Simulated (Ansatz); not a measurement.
Reaction (cleavage of the Zn–Si bond): `[SiH3][Zn][Cl]` + HBr → `[Cl][Zn][Br]` + SiH₄

Calculated with Ansatz (gas phase, PBE0-D4/def2-TZVP geometries, no zero-point term in ΔE). CBS: MP2 limit from def2 TZ/QZ plus the TZ coupled-cluster correction, frozen cores. This one scheme is used for every species. DFT in def2-TZVPP. B3LYP here is the variant with VWN-RPA as its local correlation; programs differ in this. For Br, Zn outer-core shells are correlated without core-valence functions, which leaves a few kJ/mol of doubt a bond. Scalar relativity is left out up to krypton.

`[SiH3][Zn][Cl]`:

```xyz
6

Si   -0.067   -0.865    0.104
Zn    0.114    1.461   -0.176
Cl    0.277    3.556   -0.428
H     1.070   -1.386    0.909
H    -1.333   -1.210    0.806
H    -0.062   -1.556   -1.214
```

HBr:

Cartesian coordinates in Å:
```
Br -0.112 -0.635 -0.298
H 0.112 0.635 0.298
```

`[Cl][Zn][Br]`:

Cartesian coordinates in Å:
```
Cl 1.166 -0.849 1.569
Zn 0.024 -0.018 0.033
Br -1.191 0.867 -1.602
```

SiH₄:

Z-matrix (Å, degrees):
```
Si
H 1 1.485
H 1 1.485 2 109.5
H 1 1.485 2 109.5 3 -120.0
H 1 1.485 2 109.5 3 120.0
```

(1) Is it downhill or uphill in electronic energy at CCSD(T)/CBS, and by how much? (Estimate.)

(2) What do these levels give: CAM-B3LYP-D4, ωB97M-V, B2PLYP, revPBE, B3LYP, CAM-B3LYP, HF/def2-TZVPP, SCS-MP2/def2-TZVPP, CCSD/def2-TZVPP, CCSD(T)/def2-TZVPP, HF/def2-QZVPP, SCS-MP2/def2-QZVPP? (Estimate.)

Largest T1 diagnostic among the species: 0.014.

## Answers

(1) Computed: Downhill: ΔE = -110.9 kJ/mol.

(2) Computed: CAM-B3LYP-D4 -103.9, ωB97M-V -102.6, B2PLYP -105.7, revPBE -85.6, B3LYP -100.1, CAM-B3LYP -104.4, HF/def2-TZVPP -142.0, SCS-MP2/def2-TZVPP -112.8, CCSD/def2-TZVPP -109.2, CCSD(T)/def2-TZVPP -105.2, HF/def2-QZVPP -145.0, SCS-MP2/def2-QZVPP -116.5 kJ/mol.

In def2-TZVPP, CCSD(T) changes the Hartree–Fock value by +36.8 kJ/mol (the triples alone add +4.0 kJ/mol) and MP2 by +32.8 kJ/mol. Leaving LDA and LC-ωPBE aside and taking each functional with its dispersion term where it has one, the values, not all of them listed here, spread over 31.5 kJ/mol, from BHLYP-D4 to PBE-D4. LDA lies +4.8 kJ/mol from PBE without D4.
